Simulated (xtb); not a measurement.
CH₂I (SMILES [CH2]I), doublet, from a rough starting geometry; GFN2-xTB (xtb).

Input for xtb:
```
$ xtb mol.xyz --gfn 2 --uhf 1 --opt vtight --json

# file mol.xyz
4

C     -0.24971063    -0.00360075     0.03729325
I      1.78014898     0.02850271    -0.01442636
H     -0.74410745     0.90506538    -0.05245483
H     -0.75251461    -0.93908378    -0.01142822
```

Output, abridged:

```
   ID    Z sym.   atoms
    1    6 C      1
    2   53 I      2
    3    1 H      3, 4

           -------------------------------------------------
          |                Calculation Setup                |
           -------------------------------------------------

           -------------------------------------------------
          |                 G F N 2 - x T B                 |
           -------------------------------------------------

          ...................................................
          :                      SETUP                      :
          :.................................................:
          :  # basis functions                  16          :
          :  # atomic orbitals                  15          :
          :  # shells                            7          :
          :  # electrons                        13          :
          :  max. iterations                   250          :
          :  Hamiltonian                  GFN2-xTB          :
          :  restarted?                      false          :
          :  GBSA solvation                  false          :
          :  PC potential                    false          :
          :  electronic temp.          300.0000000     K    :
          :  accuracy                    1.0000000          :
          :  -> integral cutoff          0.2500000E+02      :
          :  -> integral neglect         0.1000000E-07      :
          :  -> SCF convergence          0.1000000E-05 Eh   :
          :  -> wf. convergence          0.1000000E-03 e    :
          :  Broyden damping             0.4000000          :
          :  net charge                          0          :
          :  unpaired electrons                  1          :
          ...................................................

 iter      E             dE          RMSdq      gap      omega  full diag
   1     -6.9351966 -0.693520E+01  0.763E+00    3.90       0.0  T
   2     -6.9371680 -0.197143E-02  0.373E+00    3.85       1.0  T
   3     -6.9376853 -0.517253E-03  0.941E-01    3.76       1.0  T
   4     -6.9374348  0.250498E-03  0.663E-01    3.82       1.0  T
   5     -6.9378065 -0.371744E-03  0.275E-01    3.75       1.0  T
   6     -6.9378255 -0.189888E-04  0.728E-02    3.74       1.0  T
   7     -6.9378261 -0.578960E-06  0.364E-02    3.74       1.4  T
   8     -6.9378266 -0.517799E-06  0.432E-03    3.73      11.6  T
   9     -6.9378266 -0.132479E-08  0.922E-04    3.73      54.2  T
  10     -6.9378266 -0.294644E-09  0.429E-04    3.73     116.5  T

   *** convergence criteria satisfied after 10 iterations ***

         :::::::::::::::::::::::::::::::::::::::::::::::::::::
         ::                     SUMMARY                     ::
         :::::::::::::::::::::::::::::::::::::::::::::::::::::
         :: total energy              -6.877832852899 Eh    ::
         :: gradient norm              0.029607869890 Eh/a0 ::
         :: HOMO-LUMO gap              3.733821451422 eV    ::
         ::.................................................::
         :: SCC energy                -6.937826572454 Eh    ::
         :: -> isotropic ES            0.001179612134 Eh    ::
         :: -> anisotropic ES          0.000363182876 Eh    ::
         :: -> anisotropic XC          0.002731721942 Eh    ::
         :: -> dispersion             -0.001422600710 Eh    ::
         :: repulsion energy           0.059993719555 Eh    ::
         :: add. restraining           0.000000000000 Eh    ::
         :: total charge              -0.000000000000 e     ::
         :::::::::::::::::::::::::::::::::::::::::::::::::::::

      -----------------------------------------------------------
     |                   =====================                   |
     |                        A N C O P T                        |
     |                   =====================                   |
     |               Approximate Normal Coordinate               |
[...]
 * total energy  :    -6.8778329 Eh     change       -0.1102531E-09 Eh
 * total energy  :    -6.8785654 Eh     change       -0.7324987E-03 Eh
 * total energy  :    -6.8786601 Eh     change       -0.9473984E-04 Eh
 * total energy  :    -6.8786700 Eh     change       -0.9955469E-05 Eh
 * total energy  :    -6.8786755 Eh     change       -0.5463897E-05 Eh
 * total energy  :    -6.8786759 Eh     change       -0.3905361E-06 Eh
 * total energy  :    -6.8786760 Eh     change       -0.4852999E-07 Eh
   *** GEOMETRY OPTIMIZATION CONVERGED AFTER 7 ITERATIONS ***
         :: total energy              -6.878675950047 Eh    ::
[...]
         :: -> anisotropic XC          0.003160543385 Eh    ::
         :: -> dispersion             -0.001420297940 Eh    ::
         :: repulsion energy           0.052177758521 Eh    ::
         :: add. restraining           0.000000000000 Eh    ::
         :: total charge              -0.000000000000 e     ::
         :::::::::::::::::::::::::::::::::::::::::::::::::::::

           -------------------------------------------------
          |                Property Printout                |
           -------------------------------------------------

    * Orbital Energies and Occupations

         #    Occupation            Energy/Eh            Energy/eV
      -------------------------------------------------------------
         1        2.0000           -0.7507860             -20.4299
         2        2.0000           -0.5909928             -16.0817
         3        2.0000           -0.5093829             -13.8610
         4        2.0000           -0.4928491             -13.4111
         5        2.0000           -0.4431215             -12.0579
         6        2.0000           -0.4170404             -11.3482
         7        1.0000           -0.3448566              -9.3840 (HOMO)
         8                         -0.2101182              -5.7176 (LUMO)
         9                          0.0017273               0.0470
        10                          0.0044521               0.1211
        11                          0.0383020               1.0423
        12                          0.0520928               1.4175
        13                          0.1620366               4.4092
        14                          0.2920191               7.9462
        15                          0.4716378              12.8339
      -------------------------------------------------------------
                  HL-Gap            0.1347385 Eh            3.6664 eV
             Fermi-level           -0.3292179 Eh           -8.9585 eV

     #   Z          covCN         q      C6AA      α(0)
     1   6 C        2.815    -0.072    29.787     8.942
     2  53 I        0.970    -0.054   375.845    33.467
     3   1 H        0.931     0.063     2.162     2.299
     4   1 H        0.931     0.063     2.162     2.299

 Mol. C6AA /au·bohr⁶  :        771.002046
 Mol. C8AA /au·bohr⁸  :      50749.698516
 Mol. α(0) /au        :         47.007374

Wiberg/Mayer (AO) data.
largest (>0.10) Wiberg bond orders for each atom

 ---------------------------------------------------------------------------
     #   Z sym  total        # sym  WBO       # sym  WBO       # sym  WBO
 ---------------------------------------------------------------------------
     1   6 C    3.320 --     2 I    1.358     3 H    0.981     4 H    0.981
     2  53 I    1.384 --     1 C    1.358
     3   1 H    0.996 --     1 C    0.981
     4   1 H    0.996 --     1 C    0.981
 ---------------------------------------------------------------------------

Topologies differ in total number of bonds
Writing topology from bond orders to xtbtopo.mol

molecular dipole:
                 x           y           z       tot (Debye)
 q only:       -0.330      -0.004      -0.018
   full:       -0.709      -0.010      -0.066       1.810
molecular quadrupole (traceless):
                xx          xy          yy          xz          yz          zz
 q only:       -0.577      -0.010       0.584       0.039      -0.013      -0.006
  q+dip:       -3.459      -0.060       2.767       0.283      -0.043       0.693
   full:       -2.558      -0.040       1.738       0.216      -0.018       0.820

optimized geometry written to: xtbopt.xyz

           -------------------------------------------------
          | TOTAL ENERGY               -6.878675950047 Eh   |
          | GRADIENT NORM               0.000045811069 Eh/α |
          | HOMO-LUMO GAP               3.666420130180 eV   |
           -------------------------------------------------

normal termination of xtb
```
